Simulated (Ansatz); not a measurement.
Reaction (ligand exchange at a Ge–N bond): `F[SiH](Cl)[NH][GeH3]` + `OC(O)O` → `OC(O)[O][GeH3]` + `N[SiH](F)Cl`

Isolated molecules relaxed with PBE0-D4/def2-TZVP in Ansatz; ΔE leaves out vibrations. CCSD(T)/CBS adds triple-zeta CCSD(T) − MP2 to the extrapolated MP2 energy (def2 sets, frozen cores). Functionals use def2-TZVPP. B3LYP here is the variant with VWN-RPA as its local correlation; programs differ in this. For Ge outer-core shells are correlated without core-valence functions, which leaves a few kJ/mol of doubt a bond. Scalar relativity is left out up to krypton. Each species was taken in one conformer, which may not be the lowest.

(1) Is it downhill or uphill in electronic energy at CCSD(T)/CBS, and by how much? (Best estimate.)

(2) What do these levels give: B3LYP-D4, B2PLYP, PBE, HF/def2-TZVPP, HF/def2-QZVPP, MP2/def2-QZVPP? (An estimate is asked.)

Largest T1 diagnostic among the species: 0.012.

Results:

(1) The calculation gave: Downhill: ΔE = -0.15 eV.

(2) Ansatz gave: B3LYP-D4 -0.19, B2PLYP -0.20, PBE -0.17, HF/def2-TZVPP -0.20, HF/def2-QZVPP -0.21, MP2/def2-QZVPP -0.16 eV.

In def2-TZVPP, CCSD(T) changes the Hartree–Fock value by +0.05 eV (the triples alone add +0.00 eV) and MP2 by +0.04 eV.
